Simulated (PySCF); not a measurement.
Gas-phase reaction: 2 SnF4 + 2 SnO → 4 SnF2 + O2

Method: PySCF energies plus ideal-gas RRHO corrections (1 bar). † marks an energy on the PBE0/def2-TZVP geometry and frequencies. Open shells (unrestricted): O2 (multiplicity 3); the rest are closed-shell singlets. Sn: scalar-relativistic def2 core potential, no spin-orbit coupling.

r2SCAN/def2-TZVP† gives ΔH°(298 K) = -65 kJ.

Question: What do M06-2X/def2-TZVP†, PBE0/def2-SVP†, HF/def2-TZVP† give?

Answer: M06-2X/def2-TZVP†: -46 kJ; PBE0/def2-SVP†: -160 kJ; HF/def2-TZVP†: -185 kJ. For scale, ΔH°(298 K) is -65 kJ at this level, -75 kJ at ωB97M-V/def2-TZVP†, and runs from -427 to 80 kJ over the 18 levels computed.
